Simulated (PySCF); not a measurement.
## Calculated NMR parameters of BNB(C)C

* Formula: C2H9B2N
* SMILES: BNB(C)C
* Point group of the computed structure: C1
* Carbon signals: 1
* Proton signals: 3

Numbering as in the mapped SMILES `[BH2:1][NH:2][B:3]([CH3:4])[CH3:5]`. Each H is labelled by its parent atom.

PySCF calculation with B3LYP/pcJ-1 coupling constants (spin–dipole term only in couplings to heteroatoms), structure optimised with PBE0-D3(BJ)/def2-SVP and PBE0/pcSseg-1 with gauge-including orbitals; relativity neglected, fast rotation and ring inversion assumed for equivalent nuclei, isolated molecule, a single conformation.

Shifts are taken against calculated references (same method and geometry level): 1H and 13C vs TMS; 11B against BF3·OEt2; 15N vs NH3.

| carbon | δC, type | δH (multiplicity, J in Hz) | HMBC from (abs. J ≥ 3 Hz) | span of the C tensor (ppm) |
| --- | --- | --- | --- | --- |
| C4/C5 | 7.6, CH3 | 0.64 (s) | – | 29 |

Other nuclei:
| atoms | nucleus | environment | δ (ppm) | σ (ppm) |
| --- | --- | --- | --- | --- |
| H(N2) | 1H | hydrogen on a nitrogen bonded to 2 B | 6.88 | 24.39 |
| H(B1) | 1H | hydrogen on a boron bonded to N | 5.54 | 25.73 |
| B3 | 11B | boron bonded to 2 C, N | 58.0 | 42.7 |
| B1 | 11B | boron bonded to N, 2 H | 46.7 | 54.0 |
| N2 | 15N | nitrogen bonded to 2 B, H | 190.8 | 74.9 |

Selected couplings (Hz, signed; the shortest-range and largest first, 30 at most; isotopes 11B, 1H, 13C, 15N): 1J(B1,H(B1)) 142.8, 1J(C4,H(C4)) 123.7, 1J(B3,C4) 57.5, 1J(B1,N2) -23.6, 1J(N2,B3) -21.4, 2J(B3,H(C4)) -5.0, 2J(N2,H(B1)) -3.0, 2J(N2,C4) -2.6, 2J(B1,B3) 1.6, 3J(B3,H(B1)) 5.2, 3J(B1,C4) 3.3, 3J(N2,H(C4)) -1.7.

1. δC 7.6: methyl carbon bonded to B.
2. δH 6.88: hydrogen on a nitrogen bonded to 2 B; exchangeable, gas-phase position.
3. δH 5.54: hydrogen on a boron bonded to N.
4. δH 0.64: hydrogen on a methyl carbon bonded to B.

Exchangeable OH/NH protons stand at their gas-phase positions; hydrogen bonding in a real sample shifts them, mostly to higher δ. Hydrogens on boron are broadened and split by 11B (spin 3/2, 80 %) and 10B (spin 3). A carbon bonded to boron is broadened by the quadrupolar boron nucleus and is often missing from a measured spectrum. Shifts are as computed. Against solution values, carbons near 30 ppm lie about +2 ppm off and those near 130 ppm about +5 ppm. Of 1309 compounds with measured shifts, 239 miss one by over three times the rms of a fit or turn the order of signals round; such compounds aren't used in these exercises. Couplings to exchangeable protons are dropped. Experimental scales use liquid or dissolved standards, which lie at an offset from isolated NH3 (liquid NH3: subtract about 20 ppm). Unscaled 15N shifts of sp2 nitrogen come out 20 to 40 ppm too high even then.
